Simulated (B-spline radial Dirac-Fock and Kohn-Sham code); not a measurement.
Method: Dirac-Fock ΔSCF + Breit + QED. Computed with a B-spline atomic structure program. Free neutral atoms up to Cf, the lines Kα1, Kβ1, Lα1, Lβ1, Lβ2, Lγ1, Lℓ and Mα1 where both subshells are closed (so no Lα of most 3d metals and no Mα of most lanthanides); Na, Y were not searched.

**Question.** La Kα1 is computed at 33439.3 eV. Which of the searched lines of other elements lie within 241 eV and could overlap it in an energy-dispersive spectrum?

**Answer.** Xe Kβ1 at 33620.2 eV (+181).
